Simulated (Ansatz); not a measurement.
```yaml
crystal:
  periodic: [false, false, false]
  atoms:
    - {symbol: In, position_ang: [-1.996730, -1.500692, 1.612150]}
    - {symbol: In, position_ang: [1.686109, -0.376778, 0.393835]}
    - {symbol: In, position_ang: [-0.510450, -0.513584, -2.569759]}
    - {symbol: In, position_ang: [-0.034007, 3.121052, -1.354644]}
    - {symbol: Se, position_ang: [-1.026463, 2.199997, 1.355014]}
    - {symbol: Se, position_ang: [-0.146617, -2.656070, -0.488187]}
    - {symbol: Se, position_ang: [1.898161, 0.979723, -1.722559]}
    - {symbol: Se, position_ang: [1.911686, -2.905047, 0.762886]}
    - {symbol: Se, position_ang: [0.361394, 0.572198, 2.450779]}
    - {symbol: Se, position_ang: [-2.143083, 1.079199, -0.439534]}
basis:
  gaussian: {orbitals: def2-TZVP, initial_orbitals: start.molden}
hamiltonian: {xc: pbe0, dispersion: d4}
scf: {omitted_lower_state_checks: [starts]}
output: {orbitals: {seedname: orbitals}}
```

The file start.molden holds the orbitals of an earlier run on this structure, at another level or in another basis.

```sh
$ ansatz run in.yaml --threads 4 --pin off --events-out ev --progress --plain --max-ram 6963MiB
```

Problem. Does this run fit into the memory that it is given?

Solution. No. It has 488 basis functions, and Ansatz plans for 10 GiB where 7 GiB are given.
